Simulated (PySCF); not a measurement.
Species: C5H12OS (charge +1 and doublet state).
Cartesian coordinates in Å at the GFN2-xTB level; atoms count from 1:
```
atom  x, y, z in Å
C1    -0.7450   -0.7865   -1.2623
C2    -0.3181   -0.1962    0.0775
C3    -1.3133   -0.5475    1.1777
C4    -0.1603    1.3305   -0.0395
O5     0.8257    1.6068   -1.0011
C6     1.0735   -0.7476    0.4821
S7     2.3512   -0.2394   -0.6897
H8    -0.0723   -0.4736   -2.0576
H9    -1.7491   -0.4568   -1.5149
H10   -0.7559   -1.8721   -1.2190
H11   -1.0157   -0.1299    2.1362
H12   -1.4011   -1.6252    1.2826
H13   -2.2978   -0.1605    0.9289
H14    0.0837    1.7727    0.9336
H15   -1.1179    1.7482   -0.3785
H16    1.1545    2.5127   -0.9247
H17    1.0332   -1.8366    0.4369
H18    1.3447   -0.4352    1.4879
H19    3.0702    0.5456    0.1362
```

The hyperfine couplings belong to this conformer and change with its torsions.

The species is `CC(C)(CO)C[SH+]` [radical] (charge +1).

The calculation used UKS B3LYP, pcH-1 on C H O S, non-relativistic, mean-field spin-orbit, GIAO in PySCF. Isolated species at its GFN2-xTB geometry (one conformer only). The geometry wasn't refined by DFT: couplings that depend on bond lengths, twists or pyramidal angles can differ widely from those at the functional's own minimum, by a factor of two or more for some ions and for spin on atoms past the first row. Stability of the SCF solution: not tested.

(1) Match the computed a_iso(13C) values -12.7, -8.2, +3.1, -1.6 MHz (means over equivalent nuclei) with the sites C1/C3; C2; C4; C6.

(2) Match the computed a_iso(1H) values +42.6, -34.7, +32.2, -2.6, +2.1 MHz (means over equivalent nuclei) with the sites H8 (×6); H14/H15; H16; H17/H18; H19.

## Answers

(1) 
| site | a_iso (MHz) | ρ(0) (bohr⁻³) | position | distance from S7 (Å) | spin population | largest \|T\| (MHz) |
| --- | --- | --- | --- | --- | --- | --- |
| C1/C3 | -1.6 | -0.0014 | 3 bonds from S7 | 3.66 | 0.00 | 0.8 |
| C2 | +3.1 | +0.0027 | 2 bonds from S7 | 2.78 | +0.05 | 12.4 |
| C4 | -8.2 | -0.0073 | 3 bonds from S7 | 3.03 | 0.00 | 5.2 |
| C6 | -12.7 | -0.0116 | 1 bond from S7 | 1.81 | -0.02 | 7.8 |

(2) 
```csv
site,a_iso (MHz),ρ(0) (bohr⁻³),position,distance from S7 (Å),bound to,spin population there,largest |T| (MHz)
H8 (×6),+2.1,+0.0005,4 bonds from S7,4.05,C1/C3,0.00,2.6
H14/H15,+42.6,+0.0095,4 bonds from S7,3.72,C4,0.00,4.8
H16,-2.6,-0.0006,"5 bonds from S7, on O5 of spin population +0.21",3.01,O5,+0.21,25.4
H17/H18,+32.2,+0.0072,2 bonds from S7,2.38,C6,-0.02,6.0
H19,-34.7,-0.0078,1 bond from S7,1.35,S7,+0.73,18.2
```

ρ(0) is the spin density at the nucleus and T the dipolar tensor; a_iso includes a spin–orbit part; entries for several nuclei are means. Largest spin populations (Mulliken): S7 (+0.73) and O5 (+0.21).

Examples of negative spin density at the nucleus (bohr⁻³): C6 (-0.0116), H19 (-0.0078) and C4 (-0.0073).

Class means assume fast exchange of nuclei equivalent by connectivity; if that motion is slow, each nucleus keeps its own coupling. The six 1H nuclei of mean +2.1 MHz run from 0.0 to 6.0 MHz in the frozen geometry. The 1H value of +42.6 MHz is a mean of couplings from 1.1 to 84.0 MHz in this one geometry, not an average over conformers. The 1H value of +32.2 MHz is a mean of couplings from 0.3 to 64.1 MHz in this one geometry, not an average over conformers.
